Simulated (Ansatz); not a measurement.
`[F][GeH]([F])[GeH3]` → `[F][Ge][F]` + GeH₄ at 500 K and 1 bar (germylene formation by 1,1-elimination).

Isolated molecules relaxed with PBE0-D4/def2-TZVP in Ansatz; ΔE leaves out vibrations. CCSD(T)/CBS is the MP2 limit (def2-TZVPP, def2-QZVPP) plus CCSD(T) − MP2 in def2-TZVPP, frozen cores. For Ge outer-core shells are correlated without core-valence functions, which leaves a few kJ/mol of doubt a bond. Scalar relativity is left out up to krypton.

```json
{"species": "`[F][GeH]([F])[GeH3]`", "CCSD(T)/CBS energy (Eh)": "-4354.28742", "H − E (kJ/mol)": "139.8", "S (J/(mol·K))": "422.6"}
{"species": "`[F][Ge][F]`", "CCSD(T)/CBS energy (Eh)": "-2275.77030", "H − E (kJ/mol)": "31.8", "S (J/(mol·K))": "297.3"}
{"species": "GeH₄", "CCSD(T)/CBS energy (Eh)": "-2078.49493", "H − E (kJ/mol)": "99.4", "S (J/(mol·K))": "244.6"}
```

H − E and S are ideal-gas, rigid-rotor, harmonic terms from PBE0-D4/def2-TZVP. 1 Eh = 2625.50 kJ/mol, R = 8.31446 J/(mol·K).

Question: By hand: ΔE, ΔH, ΔS and ΔG.

Answer: ΔE = (-2275.77030) + (-2078.49493) − (-4354.28742) = 0.02219 Eh = 58.3 kJ/mol. Δ(H − E) = 31.8 + 99.4 − 139.8 = -8.6, so ΔH = 49.7 kJ/mol. ΔS = 297.3 + 244.6 − 422.6 = 119.3 J/(mol·K). ΔG = 49.7 − 500 × (119.3)/1000 = -9.9 kJ/mol.

Question: By hand: the equilibrium constant, and the temperature at which ΔG would vanish if ΔH and ΔS stayed fixed.

Answer: log₁₀ K = −ΔG/(RT ln 10) = 1.0. ΔG = 0 at ΔH/ΔS = 417 K.

The number of gas molecules changes by +1, which sets the sign of ΔS. A doubt of 5 kJ/mol in ΔE shifts log₁₀ K by 0.5 here. These are equilibria of isolated gas molecules and say nothing of rates. Largest T1 diagnostic: 0.015 (customary marks: 0.02 for closed shells, 0.045 for open ones).
